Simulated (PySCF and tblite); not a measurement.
The numbers below are computed, except where a source is named.
C₆H₇F, numbered as in [F:1][CH2:2][C:3]1=[CH:4][CH2:5][CH:6]=[CH:7]1.

Conformers came from 60 starts (ETKDG and KDG, MMFF94s, GFN2-xTB); geometries are GFN2-xTB. Free energies are PBE0-D3(BJ)/pcSseg-1 single points with GFN2-xTB rigid-rotor and vibrational terms (modes under about 100 cm⁻¹ blended into free rotors). Symmetry numbers and mirror images are counted. Conformers within 2.5 kcal/mol (GFN2-xTB free energy) were kept, 6 at most. GIAO shieldings: PBE0/pcSseg-1. Shifts are against TMS (¹H), TMS (¹³C), CFCl3 (¹⁹F) at the same level. Programs: PySCF with density fitting and tblite.

Torsions listed: F1–C2–C3–C4. The 5-ring runs over atoms 3–4–5–6–7. Of a mirror pair one member is shown.

```json
{"conformer": "1", "shape": "5-ring flat; -124°", "symmetry": "C1 (pair)", "E(GFN2) kcal/mol": "0.73", "E(DFT) kcal/mol": "0.08"}
{"conformer": "2", "shape": "5-ring flat; 0°", "symmetry": "Cs", "E(GFN2) kcal/mol": "0.00", "E(DFT) kcal/mol": "0.00"}
```

How much do the weights at 298.15 K and the averaged shift of H7 depend on how the conformers are weighted?


| weighting | 1 (%) | 2 (%) | δ (ppm) | rms dipole (D) |
| --- | --- | --- | --- | --- |
| DFT energy with thermal terms, symmetry and mirror images (full scheme) | 66 | 34 | 6.88 | 2.10 |
| DFT energy with symmetry and mirror images | 64 | 36 | 6.86 | 2.09 |
| bare DFT energy | 47 | 53 | 6.77 | 2.01 |
| GFN2-xTB energy with symmetry and mirror images | 37 | 63 | 6.72 | 1.97 |
| GFN2-xTB free energy | 39 | 61 | 6.73 | 1.97 |
| leading conformer alone | 100 | 0 | 7.06 | 2.25 |
| equal weights | 50 | 50 | 6.79 | 2.03 |

The largest departure from the full scheme, 0.19 ppm, comes with: leading conformer alone.

The minima are those of GFN2-xTB; planar forms about aryl–S or allylic bonds may be saddles in DFT.
